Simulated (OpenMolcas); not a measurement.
Ionisation energies of zirconium

```json
{
  "Program": "OpenMolcas",
  "Basis": "ANO-RCC-VQZP [8s7p5d3f2g1h]",
  "Scalar Hamiltonian": "DKH2, point nucleus",
  "Spin-orbit coupling": "RASSI with atomic mean-field integrals over the reference wave functions, term energies averaged over their components"
}
```

Active shells in each charge state: the valence d, s shells, with orbitals averaged over the low states. Where CASPT2's correlated closed shells are named, they are those of the first ion.

A. CASSCF
B. MS-CASPT2, IPEA 0.25 Eh, imaginary shift 0.1 Eh (closed shells correlated: 4s 4p)
C. SS-CASPT2, IPEA 0.25 Eh, imaginary shift 0.1 Eh (closed shells correlated: 4s 4p)
D. SS-CASPT2, IPEA 0 Eh, imaginary shift 0.1 Eh (closed shells correlated: 4s 4p)
E. SS-CASPT2, IPEA 0.25 Eh, imaginary shift 0.1 Eh (closed shells correlated: 3d 4s 4p)

Energies in eV between the lowest computed levels, named as in B; reference values from the NIST Atomic Spectra Database with their kind.

```json
{"From": "Zr 4d² 5s² ³F₂", "To": "Zr+ 4d² 5s ⁴F_3/2", "A": "5.261", "B": "6.425", "C": "6.425", "D": "6.624", "E": "6.433", "Spin-orbit share in B": "-0.016", "Reference": "6.634 (measured)"}
{"From": "Zr+ 4d² 5s ⁴F_3/2", "To": "Zr2+ 4d² ³F₂", "A": "12.160", "B": "13.008", "C": "13.008", "D": "13.103", "E": "13.029", "Spin-orbit share in B": "-0.019", "Reference": "13.130 (measured)"}
```

Other lowest levels: A, Zr 4d³ 5s ⁵F₁ to 4d² 5s ⁴F_3/2.

Error against the reference values, in %:

```tsv
From	Reference	A	B	C	D	E
Zr	measured	-20.7	-3.2	-3.2	-0.2	-3.0
Zr+	measured	-7.4	-0.9	-0.9	-0.2	-0.8
```

Mean absolute error over the 2 measured values: A 1.17 eV, B 0.17 eV, C 0.17 eV, D 0.02 eV, E 0.15 eV. D lies closest.

The lowest level within the active space need not be the ion's true ground level.
